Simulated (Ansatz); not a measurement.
Start from `C=NC(C)=S` and change one atom or group to get `CC([SiH3])=S`.

Ansatz, PBE0-D4/def2-TZVP geometries, multiplicity 1. 

| property | `C=NC(C)=S` |
| --- | --- |
| HOMO–LUMO gap (PBE/def2-TZVPP) / eV | 2.25 |
| LUMO energy (ωB97M-V/def2-TZVPP) / eV | 0.17 |
| HOMO–LUMO gap (ωB97M-V/def2-TZVPP) / eV | 8.76 |
| LUMO energy (B3LYP/def2-TZVPP) / eV | -2.18 |
| LUMO energy (PBE0/def2-TZVPP) / eV | -1.97 |
| LUMO energy (PBE/def2-TZVPP) / eV | -2.91 |

**Question.** What does the change do to each property? (Best estimate.)

**Answer.** Ansatz gave: 
```csv
property,`CC([SiH3])=S`,shift
HOMO–LUMO gap (PBE/def2-TZVPP) / eV,1.81,-0.44
LUMO energy (ωB97M-V/def2-TZVPP) / eV,-0.35,-0.52
HOMO–LUMO gap (ωB97M-V/def2-TZVPP) / eV,8.22,-0.54
LUMO energy (B3LYP/def2-TZVPP) / eV,-2.67,-0.49
LUMO energy (PBE0/def2-TZVPP) / eV,-2.49,-0.52
LUMO energy (PBE/def2-TZVPP) / eV,-3.40,-0.49
```

B3LYP here is the variant with VWN-RPA as its local correlation; programs differ in this.
